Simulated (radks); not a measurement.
Ar3+, configuration [Ne] 3s1.75 3p3 4p0.25 (fractional occupations, a model configuration).

Calculated with a radial shooting solver on a logarithmic mesh with Libxc functionals: Dirac Kohn-Sham, PBE, spin-unpolarised, spherical densities, point nucleus; open shells fill j = l - 1/2 first.

Energy parts (hartree):
part                       energy
total                  -525.58926
kinetic                 528.89353
electron-nucleus      -1228.41827
Hartree                 203.25030
exchange-correlation    -29.31482

Orbitals (lengths in bohr, moments of r in powers of bohr):
orbital  occ.  eigenvalue (hartree)     <r^2>      <r>
1s1/2       2             -116.5953  0.009886  0.08572
2s1/2       2             -12.78119    0.2025   0.4131
2p1/2       2             -10.37799    0.1737   0.3739
2p3/2       4             -10.29541    0.1757   0.3762
3s1/2    1.75              -2.47984     1.884    1.283
3p1/2       2              -1.90732     2.211    1.380
3p3/2       1              -1.89797     2.229    1.386
4p1/2    0.25              -0.68469     13.63    3.476
4p3/2       0              -0.68278     13.70    3.485

The highest occupied level is 4p1/2 at -18.631 eV. The density falls to 0.001 e/bohr^3 at r = 3.30 bohr. Summed over all electrons, <r^2> = 14.83 bohr^2, which gives a Langevin (diamagnetic) susceptibility term of -11.7 x 10^-6 cm^3/mol.

Run on one thread of a shared host, so times are rough (Arm Neoverse N1): 0.11 s of CPU time, 0.11 s wall, 14 iterations on 2476 mesh points.
